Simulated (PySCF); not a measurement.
**Dipole response of Tc (technetium, neutral)**

[Kr] 4d7, high-spin 4F determinant (an excited configuration). All numbers are calculated (PySCF 2.14, the spin-free X2C one-electron Hamiltonian (Gaussian nucleus), in ANO-RCC-VTZP). Coupled (time-dependent) response in atomic units; α is the mean over directions. The basis has no added diffuse functions, which lowers α and C₆.

```
method  mean α (bohr³)  C₆ (like pair)  S(−4)
   UHF           35.59           215.2   2273
   PBE           45.93           282.2   3728
  PBE0           41.82           258.4   2901
```

S(−4) is the Cauchy moment in α(ω) = α(0) + S(−4) ω² + …

Spin-orbit coupling is absent.

α(iu) at UHF:

| u (hartree) | α(iu) (bohr³) |
| --- | --- |
| 0 | 35.59 |
| 0.0500 | 31.20 |
| 0.100 | 24.45 |
| 0.200 | 16.04 |
| 0.300 | 12.29 |
| 0.500 | 9.095 |
| 0.750 | 7.074 |
| 1.00 | 5.661 |
| 1.50 | 3.741 |
| 2.00 | 2.582 |
| 3.00 | 1.397 |
| 5.00 | 0.5817 |

A single London oscillator, α(iu) = α/(1 + u²/ω²), gives C₆ = (3/4) ω α². Matching the computed C₆ needs ω = 4 × 215.2 / (3 × 35.59²) = 0.227 hartree.
